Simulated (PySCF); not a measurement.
[VBr4]- holds V(III), d2, at total charge -1. The structure is a PBE0-D3(BJ)/def2-SVP geometry optimised for multiplicity 3; coordination tetrahedral, point group Td, metal–donor distances 2.38 Å.

Method (PySCF 2.14, density fitting): CASSCF(2,5) with orbitals averaged over all microstates of the shell, strongly contracted NEVPT2 on the averaged canonical orbitals; basis x2c-TZVPall on the metal, x2c-SVPall elsewhere; spin-free X2C; IEF-PCM dichloromethane; spin-orbit coupling by state interaction with the mean-field operator over all roots.

CASSCF energies above the lowest CASSCF root:

| state | CASSCF / cm⁻¹ |
| --- | --- |
| 3A2 | 0 |
| 3T2 | 5407 |
| 3T1 | 9270 |
| 1E | 13451 |
| 1T2 | 18041 |
| 3T1 | 20049 |
| 1A1 | 21281 |
| 1T1 | 22586 |
| 1E | 25375 |
| 1T2 | 26612 |
| 1A1 | 49928 |

Question: How does dynamic correlation (SC-NEVPT2) move these states?

Answer: 
```json
{"state": "3A2", "NEVPT2 / cm⁻¹": "0", "shift / cm⁻¹": "0"}
{"state": "3T2", "NEVPT2 / cm⁻¹": "6314", "shift / cm⁻¹": "+907"}
{"state": "3T1", "NEVPT2 / cm⁻¹": "10593", "shift / cm⁻¹": "+1323"}
{"state": "1E", "NEVPT2 / cm⁻¹": "11448", "shift / cm⁻¹": "-2003"}
{"state": "1T2", "NEVPT2 / cm⁻¹": "17110", "shift / cm⁻¹": "-931"}
{"state": "3T1", "NEVPT2 / cm⁻¹": "18124", "shift / cm⁻¹": "-1925"}
{"state": "1A1", "NEVPT2 / cm⁻¹": "18986", "shift / cm⁻¹": "-2295"}
{"state": "1T1", "NEVPT2 / cm⁻¹": "21085", "shift / cm⁻¹": "-1502"}
{"state": "1E", "NEVPT2 / cm⁻¹": "24731", "shift / cm⁻¹": "-644"}
{"state": "1T2", "NEVPT2 / cm⁻¹": "25826", "shift / cm⁻¹": "-786"}
{"state": "1A1", "NEVPT2 / cm⁻¹": "42484", "shift / cm⁻¹": "-7445"}
```

Charge-transfer states lie outside this active space and may come lower than some of these levels. NEVPT2 lifts 3T2 from 5407 to 6314 cm⁻¹; on the d shell alone such lifts tend to overshoot. NEVPT2 on the d shell alone tends to put d–d bands too high for such charged or covalently bound ions.
